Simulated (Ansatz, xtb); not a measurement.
# Relative energy of two isomers of C5H2FNSe

Structure I: `N#Cc1c[se]cc1F`, a singlet. Structure II: `N#Cc1[se]ccc1F`, a singlet. Both are isolated molecules in the gas phase, relaxed with PBE0-D3(BJ)/def2-SVP.

Energies in hartree; the thermal terms are from GFN2-xTB frequencies at re-optimised GFN2-xTB minima (ideal gas, soft modes damped towards free rotors, one conformer each, 298.15 K, 1 atm) and include the zero-point energy:

```
                               I            II
E, CCSD(T)/def2-SVP  −2744.892346  −2744.893236
    E, MP2/def2-SVP  −2744.827219  −2744.828302
  E, MP2/def2-TZVPP  −2745.794290  −2745.795288
  zero-point energy      0.053992      0.054149
       H(298 K) − E      0.062147      0.062347
       G(298 K) − E      0.021211      0.021326
```

Task: Correct the CCSD(T) difference for the basis set by the MP2 change, then work out ΔE, ΔE₀, ΔH and ΔG for I → II in kcal/mol (1 Eh = 627.51 kcal/mol) and the equilibrium ratio [II]/[I].

Result: 1. Differences II − I: CCSD(T) −0.000890, MP2 in the small set −0.001083, MP2 in the large set −0.000998 Eh.
2. ΔE = −0.000890 + (−0.000998 − (−0.001083)) = −0.000805 Eh = −0.51 kcal/mol.
3. ΔE₀ = ΔE + ΔZPE = −0.000805 + (+0.000157) Eh = −0.41 kcal/mol.
4. ΔH = ΔE + (+0.000200) Eh = −0.38 kcal/mol.
5. ΔG = ΔE + (+0.000115) Eh = −0.43 kcal/mol, so ΔS = (ΔH − ΔG)/T = +0.7 J/(mol K).
6. kT = 0.9442 mEh, so K = [II]/[I] = exp(−ΔG/kT) = exp(+0.73) ≈ 2.1.

The two are too close for this level to say which is favoured. An error of 1 kcal/mol in ΔG would change K by a factor of 5.4. Mirror images and further conformers aren't counted.

As drawn, both hold the same kinds of bond in the same numbers.

Other levels gave ΔE = −0.6 (GFN2-xTB); −1.0 (HF/STO-3G, GFN2-xTB geometries); −1.9 (r2SCAN-D4/def2-SVP, GFN2-xTB geometries); −1.4 (PBE0-D3(BJ)/def2-SVP); −0.5 (HF/def2-SVP); −0.7 (MP2/def2-SVP); −0.6 (CCSD(T)/def2-SVP) kcal/mol. The correlated steps freeze 16 core orbitals; the filled d shell of Se is correlated, in a basis made for valence electrons. Programs: Ansatz 0.2.0, xtb 6.7.1.
